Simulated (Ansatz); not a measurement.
Cost and result for the atomization energy of C2H9BFGaSeSi (16 atoms, 16 bonds).

```xyz
16

B     0.6088   -0.4884   -1.4992
C    -0.8849   -0.5769   -0.9451
F    -1.6246    0.5283   -1.0382
C    -1.4634   -1.6145   -0.2780
Ga   -0.2686   -0.8749    1.5359
Se    1.7080   -0.0041    0.2696
Si    1.2042    2.2270    0.4733
H     1.0439   -1.5712   -1.7913
H     0.7815    0.3899   -2.2985
H    -0.9886   -2.5853   -0.3413
H    -2.5004   -1.5606    0.0377
H     0.0915   -2.2426    2.1927
H    -1.0772    0.3275    2.1184
H     2.0503    2.9539   -0.5026
H    -0.2314    2.4636    0.2079
H     1.5509    2.6283    1.8588
```

Total charge 0; spin multiplicity 1. Correlated methods include outer-core shells of Ga, Se, which these sets cover unevenly. Scalar relativity is left out up to krypton. The bonds changed during the relaxation, so this is another structure than the one it started from. The geometry is a stationary point of PBE0-D4/def2-TZVP. It is one conformer, not always the lowest. Program: Ansatz. All runs use 2 threads of an AMD EPYC 7R13 on a shared host and a share of an NVIDIA H100 80 GB. Times are those of one run each, without the atoms' runs, and a repeat can differ threefold. Electronic energies, without spin–orbit coupling; frozen cores. CCSD(T)/CBS adds CCSD(T) − MP2 in def2-TZVPP to the MP2 limit, and its time is that of the two runs behind it. T1 = 0.013. With those shells the extrapolation isn't a true limit. HSE06 is the plane-wave form, built on full-range PBE exchange.

CCSD(T)/CBS is a level of theory with its own doubt, some kJ/mol a heavy atom from the limit and from the frozen cores, so smaller differences don't rank the functionals.

| level | functions | wall time | atomization (kcal/mol) | difference from CCSD(T)/CBS | per bond |
| --- | --- | --- | --- | --- | --- |
| LDA (SPW92)/def2-TZVPP | 388 | 3.6 s | 1459.8 | 182.2 | 11.4 |
| HSE06-D4/def2-TZVPP | 388 | 3.6 s | 1280.1 | 2.5 | 0.2 |
| BLYP-D4/def2-TZVPP | 388 | 4.4 s | 1266.9 | -10.7 | -0.7 |
| r2SCAN-D4/def2-TZVPP (with forces) | 388 | 4.9 s | 1287.2 | 9.6 | 0.6 |
| PBE-QIDH/def2-TZVPP | 388 | 5.5 s | 1272.7 | -4.9 | -0.3 |
| CAM-B3LYP-D4/def2-TZVPP | 388 | 6.5 s | 1277.5 | -0.1 | 0.0 |
| ωB97X-V/def2-TZVPP | 388 | 6.5 s | 1281.7 | 4.1 | 0.3 |
| B97M-V/def2-TZVPP | 388 | 6.5 s | 1281.6 | 4.0 | 0.2 |
| CCSD(T)/def2-SVP | 183 | 7 s | 1208.2 | -69.4 | -4.3 |
| ωB97M-V/def2-TZVPP (with forces) | 388 | 8 s | 1276.8 | -0.8 | -0.1 |
| MP2/def2-QZVPP | 746 | 11 s | 1281.7 | 4.1 | 0.3 |
| CCSD(T)/def2-TZVPP | 388 | 28 s | 1249.4 | -28.2 | -1.8 |
| CCSD(T)/CBS(def2) | – | 38 s | 1277.6 | 0.0 | 0.0 |

The D4 term adds +21.2 kcal/mol with B3LYP and +11.3 kcal/mol with PBE0; it sums over pairs of atoms, weighted by their polarisabilities, and B3LYP, whose exchange is more repulsive, gets the larger term. Leaving LDA and LC-ωPBE aside and taking each functional with its dispersion term where it has one, the values, not all of them listed here, spread over 49.6 kcal/mol, from BHLYP-D4 to PBE-D4. LDA lies +177.2 kcal/mol from PBE without D4, its usual overbinding. At CCSD(T), def2-SVP lies −69.4 kcal/mol from the extrapolated value and def2-TZVPP −28.2 kcal/mol: correlation converges slowly with the basis, and small sets miss more of it in the bonded molecule than in its fragments.

B3LYP here is the variant with VWN-RPA as its local correlation; programs differ in this.
